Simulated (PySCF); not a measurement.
WS2Me2, C2H6S2W (singlet state).
Bonds: W1–S2, W1–S3, W1–C4, W1–C8. Hydrogens: H5, H6, H7 on C4; H9, H10, H11 on C8.

Method: PBE0-D3(BJ)/def2-SVP geometry optimisation, gas phase, def2 core potentials past Kr in PySCF; density fitting, grid level 1; the optimiser is geomeTRIC in internal coordinates, started from a GFN2-xTB structure with every atom displaced at random (about 0.03 Å).

Step 0: E = -25651.7721 eV
```
atom  x, y, z in Å  |  force x, y, z in eV/Å
W1      0.6928   -0.0746    0.4528   -2.402   1.742   0.814
S2      0.6417    0.0030    2.6163    0.158  -0.148  -1.157
S3      2.6281   -0.0122   -0.3154    1.151  -0.147  -0.343
C4     -0.2498    1.8057   -0.2660   -3.430  -3.257   0.170
H5      0.0802    2.7066    0.1154    1.341   2.280   1.147
H6     -1.4299    1.8212    0.0321    2.493  -0.436  -0.390
H7     -0.2805    1.8829   -1.3573    0.363  -0.190  -0.353
C8     -0.3063   -1.7850   -0.2489   -1.668  -0.549   3.307
H9     -0.4627   -1.7898   -1.2794   -0.032   0.081  -2.497
H10    -1.3762   -1.9090    0.2256    1.665   0.638  -0.567
H11     0.1607   -2.7342    0.0556    0.361  -0.014  -0.130
```

Task: Estimate the geometry and energy of step 1. (The exact step hangs on the optimiser's Hessian estimate; all steps are aligned on step 0, rigid shifts and turns removed.)

Result: E = -25652.4312 eV, largest force 1.156 eV/Å
```
atom  x, y, z in Å  |  force x, y, z in eV/Å
W1      0.6211   -0.0126    0.4360    0.455  -0.034  -0.389
S2      0.5984    0.0497    2.5494   -0.009  -0.055   0.442
S3      2.6029    0.0084   -0.3313    0.006  -0.077   0.056
C4     -0.2666    1.7150   -0.2433   -1.080   0.396  -0.120
H5      0.1176    2.6565    0.1692    0.225   0.063  -0.027
H6     -1.3420    1.6770    0.0596    0.271  -0.106   0.056
H7     -0.2660    1.7610   -1.3460    0.260   0.002  -0.038
C8     -0.3327   -1.7324   -0.2367   -0.626  -0.533   0.389
H9     -0.4677   -1.7375   -1.3291    0.182   0.046  -0.144
H10    -1.3402   -1.8067    0.2298    0.143   0.208  -0.074
H11     0.1734   -2.6639    0.0734    0.173   0.090  -0.150
```

The energy changes by -0.6592 eV. The first-order estimate −F·Δx gives -1.2619 eV and the mean of the old and new forces, exact on a quadratic surface, -0.6301 eV. The step makes an angle of 63° with the force vector and moves no atom by more than 0.171 Å.

What follows is the cost of the whole optimisation. Hardware: one thread of an Arm Neoverse V2 (shared host). Cost: 1.8 min of wall time, 0.51 GiB resident at most.
